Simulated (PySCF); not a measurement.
## How the functional moves excitation energies

Compound: CH3Cl3SSi.
SMILES: `[SiH2](C(Cl)(Cl)Cl)S`

Linear-response calculations in the def2-SVPD basis (PySCF; singlets by full response, triplets Tamm–Dancoff, core orbitals frozen in the response; HF means time-dependent Hartree–Fock). 'Strongest' is the level of largest summed f among the singlets computed (10 roots, of which the last may lack a degenerate partner); it can jump between rows when another state enters that window. S1 is the lowest singlet of each run and needn't be the same state throughout; f(S1) is that of one state. The structure is a single PBE0-D3(BJ)/def2-SVP conformer in the gas phase; no vibrational or solvent corrections.

```json
{"functional": "LDA", "kind": "LDA", "S1 (eV)": "4.55", "f(S1)": "0.011", "strongest (eV)": "6.21", "T1 (eV)": "4.45", "HOMO (eV)": "-6.81", "gap (eV)": "4.48", "ionisation energy, ΔSCF (eV)": "9.58"}
{"functional": "PBE", "kind": "GGA", "S1 (eV)": "4.59", "f(S1)": "0.012", "strongest (eV)": "6.28", "T1 (eV)": "4.47", "HOMO (eV)": "-6.72", "gap (eV)": "4.53", "ionisation energy, ΔSCF (eV)": "10.08"}
{"functional": "B3LYP", "kind": "global hybrid, 20% exact exchange", "S1 (eV)": "5.49", "f(S1)": "0.014", "strongest (eV)": "6.79", "T1 (eV)": "5.24", "HOMO (eV)": "-7.68", "gap (eV)": "6.29", "ionisation energy, ΔSCF (eV)": "9.81"}
{"functional": "BHandHLYP", "kind": "global hybrid, 50% exact exchange", "S1 (eV)": "6.35", "f(S1)": "0.004", "strongest (eV)": "7.59", "T1 (eV)": "5.85", "HOMO (eV)": "-9.02", "gap (eV)": "8.93", "ionisation energy, ΔSCF (eV)": "10.02"}
{"functional": "CAM-B3LYP", "kind": "range-separated hybrid", "S1 (eV)": "6.18", "f(S1)": "0.007", "strongest (eV)": "7.35", "T1 (eV)": "5.68", "HOMO (eV)": "-9.24", "gap (eV)": "9.23", "ionisation energy, ΔSCF (eV)": "10.10"}
{"functional": "wB97X-D", "kind": "range-separated hybrid", "S1 (eV)": "6.21", "f(S1)": "0.014", "strongest (eV)": "7.39", "T1 (eV)": "5.71", "HOMO (eV)": "-9.79", "gap (eV)": "10.42", "ionisation energy, ΔSCF (eV)": "10.13"}
{"functional": "LC-wPBE", "kind": "range-separated hybrid", "S1 (eV)": "6.49", "f(S1)": "0.005", "strongest (eV)": "7.91", "T1 (eV)": "5.89", "HOMO (eV)": "-10.66", "gap (eV)": "11.82", "ionisation energy, ΔSCF (eV)": "10.26"}
{"functional": "HF", "kind": "Hartree–Fock", "S1 (eV)": "6.75", "f(S1)": "0.000", "strongest (eV)": "7.39", "T1 (eV)": "6.12", "HOMO (eV)": "-10.77", "gap (eV)": "12.69", "ionisation energy, ΔSCF (eV)": "not settled"}
```

Task: What does PBE0 (global hybrid, 25% exact exchange) give?

Result: S1 (eV) 5.73, f(S1) 0.018, strongest (eV) 7.03, T1 (eV) 5.37, HOMO (eV) -7.94, gap (eV) 6.78, ionisation energy, ΔSCF (eV) 9.88. S1 runs from 4.55 eV (LDA) to 6.75 eV (HF), a spread of 2.20 eV, while the orbital gap spreads over 8.2 eV. Along PBE (0%), B3LYP (20%), PBE0 (25%), BHandHLYP (50%), HF (100%) S1 rises with the share of exact exchange. −ε(HOMO) comes closest to its own ΔSCF ionisation energy with wB97X-D (-0.34 eV) and misses most with PBE (-3.36 eV). 'Not settled' means that the ion's SCF failed to converge or may have ended in another state than the lowest.
